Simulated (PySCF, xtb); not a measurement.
H₄O, SMILES [OH4+2], charge +2.

GFN2-xTB (xtb) at its own geometry gives an orbital gap of 14.02 eV.

Geometry optimised at r2SCAN-D4/def2-TZVPD.

What does PBE0/def2-TZVPD in PySCF give? (The exact figures need the calculation; the answer reports its results.)

gap 19.97 eV (levels -35.74 and -15.76 eV).
